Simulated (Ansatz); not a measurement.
H9NSi2Sn, SMILES `[SiH3][N]([SiH3])[SnH3]`. Charge 0, multiplicity 1. Sn takes the def2 core potential. The structure was optimised at the PBE0-D4/def2-TZVP level.

```xyz
13

Si   -1.281   -0.723    1.007
N     0.045   -0.065    0.119
Si    1.473   -0.985   -0.188
Sn   -0.189    1.744   -0.818
H    -2.036    0.384    1.655
H    -2.245   -1.471    0.149
H    -0.771   -1.661    2.043
H     1.373   -1.826   -1.416
H     2.621   -0.058   -0.383
H     1.743   -1.889    0.962
H    -1.229    2.655    0.175
H    -0.877    1.482   -2.358
H     1.371    2.412   -0.945
```

**Question.** What is the dipole moment at ωB97M-V/def2-TZVPP? (Best estimate.)

**Answer.** Ansatz gave: 1.46 D, with components (-0.10, 1.35, -0.53) D in this frame, pointing from negative to positive charge.

**Question.** And with PBE, r2SCAN, B3LYP? (An estimate is asked.)

**Answer.** Ansatz gave: PBE 1.35 D, r2SCAN 1.41 D, B3LYP 1.37 D.

**Question.** Give the Mulliken charges with ωB97M-V, PBE, B3LYP in def2-TZVPP. (An estimate is asked.)

**Answer.** Ansatz gave: 
```
atom  ωB97M-V    PBE  B3LYP
 Si1     0.22   0.24   0.31
  N2    -0.60  -0.45  -0.55
 Si3     0.22   0.24   0.31
 Sn4     0.56   0.61   0.69
  H5    -0.03  -0.06  -0.07
  H6    -0.04  -0.07  -0.08
  H7    -0.02  -0.05  -0.06
  H8    -0.04  -0.07  -0.08
  H9    -0.03  -0.06  -0.07
 H10    -0.02  -0.05  -0.06
 H11    -0.07  -0.10  -0.11
 H12    -0.08  -0.10  -0.12
 H13    -0.07  -0.10  -0.11
```

B3LYP here is the variant with VWN-RPA as its local correlation; programs differ in this.
